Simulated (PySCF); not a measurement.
Ligands exchanged one at a time, Ga Cl-OH. Isolated molecules, 0 K electronic values unless said otherwise. One relaxed conformer stands for each flexible species; it need not be the lowest. Strings in code marks are SMILES.

The T1 excitation (TDA) from two functionals at the same geometries (r2SCAN-D4/def2-TZVP), both in PySCF: PBE-D3(BJ)/def2-TZVP and r2SCAN-D4/def2-TZVP. Excitations are Tamm–Dancoff values on a coarser integration grid. The basis has no diffuse functions, so Rydberg states are missing or too high.

| species | PBE-D3(BJ)/def2-TZVP (eV) | r2SCAN-D4/def2-TZVP (eV) |
|---|---|---|
| 0 of 3 Cl replaced by OH | 4.97 | 5.52 |
| 1 of 3 Cl replaced by OH (`[OH][Ga]([Cl])[Cl]` (H–O–Ga–Cl torsion 180°)) | 5.19 | 5.70 |
| 2 of 3 Cl replaced by OH (`[OH][Ga]([Cl])[OH]` (H–O–Ga–Cl torsion 0°, Cl–Ga–O–H torsion 180°)) | 5.14 | 5.69 |
| 3 of 3 Cl replaced by OH (`[OH][Ga]([OH])[OH]`) | 5.17 | 5.76 |

Over these rows, drawn at random from the members with no instability flagged (it was tested for open shells, ions and some series alone), PBE minus r2SCAN-D4: mean -0.55 eV, from -0.59 eV to -0.51 eV.
